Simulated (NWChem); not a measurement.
CH5BO2; SMILES CB(O)O

```xyz
9

B     -0.0029     0.1163     0.0005
C     -0.0693    -1.4745     0.0027
H      0.4352    -1.8915    -0.8798
H     -1.0889    -1.8784     0.0097
H      0.4465    -1.8898     0.8794
O     -1.1123     0.9187    -0.0011
H     -1.9276     0.4014    -0.0009
O      1.1893     0.7933    -0.0003
H      1.9450     0.1917     0.0011
```
Atoms are numbered in this order, from 1.

Program: NWChem. Pople sets run with spherical d functions. The geometry was optimised at B3LYP/6-31G* (spherical d). Atomic charges in e: unrestrained fits to the electrostatic potential beside Mulliken populations; buried atoms are poorly determined by the fit.

### Question
Estimate the computed values for Hartree-Fock/6-31G*. Quantities: ESP B1; Mulliken B1; ESP C2; Mulliken C2; ESP O6; Mulliken O6; ESP O8; Mulliken O8; relative RMS misfit of the potential (%).

### Answer
```json
{
 "ESP B1": "0.85",
 "Mulliken B1": "0.83",
 "ESP C2": "-0.52",
 "Mulliken C2": "-0.78",
 "ESP O6": "-0.71",
 "Mulliken O6": "-0.73",
 "ESP O8": "-0.71",
 "Mulliken O8": "-0.74",
 "relative RMS misfit of the potential (%)": "15"
}
```
